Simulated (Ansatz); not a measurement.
Computed with Ansatz on PBE0-D4/def2-TZVP structures; ΔE is electronic, products minus reactants. CCSD(T)/CBS adds triple-zeta CCSD(T) − MP2 to the extrapolated MP2 energy (def2 sets, frozen cores). This one scheme is used for every species. DFT in def2-TZVPP. For Se outer-core shells are correlated without core-valence functions, which leaves a few kJ/mol of doubt a bond. Scalar relativity is left out up to krypton. One conformer a species, not always the lowest.

Reaction (cleavage of the B–Si bond): `FB[SiH2]Cl` + `C[SeH]` → `C[Se]BF` + `[SiH3]Cl`

| level | ΔE (eV) |
| --- | --- |
| BLYP-D4 | -1.06 |
| r2SCAN0-D4 | -1.12 |
| PBE0 | -1.07 |
| r2SCAN0 | -1.12 |

(1) What does CCSD(T)/CBS give? (Estimate.)

Largest T1 diagnostic among the species: 0.012.

## Answers

(1) Ansatz gave: -1.12 eV. The listed levels differ from it by 0.06, 0.00, 0.05, 0.00 eV.

In def2-TZVPP, CCSD(T) changes the Hartree–Fock value by −0.07 eV (the triples alone add −0.03 eV) and MP2 by −0.17 eV. Leaving LDA and LC-ωPBE aside and taking each functional with its dispersion term where it has one, the values, not all of them listed here, spread over 0.09 eV, from PBE-QIDH to ωB97X-V. LDA lies −0.06 eV from PBE without D4.
